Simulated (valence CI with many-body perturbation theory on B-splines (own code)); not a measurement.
## Valence orbitals of Xe²⁰⁺

Method: relativistic CI+MBPT: six valence electrons over a frozen Dirac-Fock core [Ar] 3d10, radial functions for each j: 9 s, 9 p, 8 d, 6 f, 3 g, 1 h, with the one-electron correlation potential Σ1 (screened to all orders), the two-electron term Σ2, the three-electron term Σ3, Breit, model QED; selected single and double excitations, second order for the rest, scaled by the run's own slope (own B-spline code, finite nucleus).

No measured levels were compared; by estimate levels hold to about 250 cm⁻¹ or 0.2 % of their energy and the worst to 1 %, as in measured heavy ions of charge 2 to 7; those with d or f electrons hold less well. Among the levels kept, up to 990 cm⁻¹ of a level comes from second order outside the variational space, and about a tenth of that is noise between levels of different J, which matters for small intervals.

These are the spectroscopic orbitals of the CI (the correlating ones are not listed), shaped by the core and the other valence electrons. h is the expectation value of the core's Dirac-Fock operator, without the valence repulsion; Σ1 is computed up to l = 3 at one energy for each symmetry, that of its lowest orbital but kept below the first core excitation, so for empty shells it is not the orbital's own correlation shift; Breit and QED include the response of the core.

```csv
Orbital,h (hartree),Σ1 (cm⁻¹),Breit (cm⁻¹),QED (cm⁻¹),⟨r⟩ (bohr)
4s1/2,-31.417,-11789,3040,2298,0.6562
5s1/2,-18.212,-3822,1233,941,1.161
6s1/2,-11.885,-1754,609,470,1.815
7s1/2,-8.3722,-970,350,271,2.607
4p1/2,-29.452,-11758,4668,-75.7,0.6674
5p1/2,-17.278,-3897,1915,-30.0,1.196
6p1/2,-11.379,-1840,976,-15.1,1.868
7p1/2,-8.0678,-1034,570,-8.7,2.680
4p3/2,-28.772,-10814,2901,149,0.6852
5p3/2,-16.972,-3678,1197,62.3,1.219
6p3/2,-11.216,-1756,643,32.2,1.897
7p3/2,-7.9703,-993,376,18.9,2.715
4d3/2,-25.572,-10947,1718,-127,0.7006
5d3/2,-15.462,-3811,735,-52.3,1.279
6d3/2,-10.399,-1904,396,-27.8,1.990
4d5/2,-25.434,-10650,984,-56.6,0.7056
5d5/2,-15.398,-3722,410,-22.8,1.285
6d5/2,-10.364,-1861,221,-12.0,1.998
4f5/2,-22.017,-9896,410,-48.9,0.7000
5f5/2,-13.883,-3281,194,-24.2,1.327
4f7/2,-21.996,-9717,60.5,-31.7,0.7015
5f7/2,-13.87,-3217,28.9,-15.8,1.329
5g7/2,-13.209,,4.4,-2.7,1.261
5g9/2,-13.205,,-5.8,0.4,1.261
```

Among the shells of the start configuration 4s2 4p4, Σ1 is largest in size for 4s1/2, where it is 0.17 % of h.

Lowest root of each symmetry, sizes in configuration state functions:

```
J  Parity  Roots  Reference  Variational  Second order  Change by selected CI (cm⁻¹)  Change by second order (cm⁻¹)
0    even      3         20        42911        821391                        -19471                            -43
1    even      2         37        55632       2556669                        -18154                           -114
2    even      3         56        53041       3843273                        -18294                           -149
0     odd      5         25        56989       1193144                        -18594                            -40
1     odd     10         65        59886       3715263                        -19118                           -265
2     odd     10         81        55447       6392764                        -16826                           -725
3     odd      8         74        53463       6909649                        -26898                           -867
4     odd      5         51        51680       5281491                        -27446                           -757
5     odd      1         27        55272       4390798                        -31787                           -497
```
